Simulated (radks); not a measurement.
All-electron atom: Pr4+ in [Xe] 4f1 (the NIST ground configuration).

Calculated with a radial shooting solver on a logarithmic mesh with Libxc functionals: scalar-relativistic Kohn-Sham, PBE, spin-polarised, spherical densities, finite nucleus; open shells are filled with parallel spins first (spin-orbit coupling, left out, can overturn this in heavy ions); Fermi nuclear charge, rms radius 4.8919 fm.

Energy parts (eV):
| part | energy |
|---|---|
| total | -251271.11 |
| kinetic | 266857.26 |
| electron-nucleus | -606840.48 |
| Hartree | 94535.35 |
| exchange-correlation | -5823.24 |

Orbitals (lengths in bohr, moments of r in powers of bohr; r(max) is where P^2 peaks):
orbital  occ.  eigenvalue (eV)   r(max)      <r>
1s down     1        -41862.26  0.01541  0.02410
1s up       1        -41862.26  0.01541  0.02410
2s up       1        -6778.138  0.08726   0.1031
2s down     1        -6778.136  0.08726   0.1031
2p up       3        -6070.402  0.07028  0.09056
2p down     3        -6070.401  0.07028  0.09056
3s up       1        -1504.787   0.2491   0.2724
3s down     1        -1504.469   0.2491   0.2724
3p up       3        -1280.610   0.2439   0.2705
3p down     3        -1280.293   0.2439   0.2705
3d up       5        -965.6889   0.2006   0.2476
3d down     5        -965.4428   0.2006   0.2475
4s up       1        -340.6281   0.5779   0.6197
4s down     1        -339.7555   0.5779   0.6196
4p up       3        -266.9615   0.6028   0.6550
4p down     3        -266.0854   0.6027   0.6549
4d up       5        -161.4214   0.6319   0.7164
4d down     5        -160.5461   0.6317   0.7165
5s up       1         -81.1971    1.312    1.426
5s down     1         -80.7213    1.314    1.430
5p up       3         -61.5124    1.457    1.607
5p down     3         -61.1521    1.461    1.612
4f up       1         -48.9284   0.6597   0.9293
4f down     0         -48.1300   0.6599   0.9342

The highest occupied level is 4f up at -48.928 eV. The density falls to 0.001 e/bohr^3 at r = 3.27 bohr. The spin density at the nucleus is 0.164 e/bohr^3 (1s 0.002, 2s -0.071, 3s -1.673, 4s -0.072, 5s 1.977). Summed over all electrons, <r^2> = 34.29 bohr^2, which gives a Langevin (diamagnetic) susceptibility term of -27.2 x 10^-6 cm^3/mol. For comparison, the ionisation energy in NIST's Atomic Spectra Database is 57.53 eV (semi-empirical). In exact Kohn-Sham theory the highest level is minus the ionisation energy, but local and semilocal functionals leave it too shallow, through self-interaction and a potential that decays too fast; potentials with the right tail come closer. The electron density at the nucleus is 4.336e+05 e/bohr^3 (large components only).
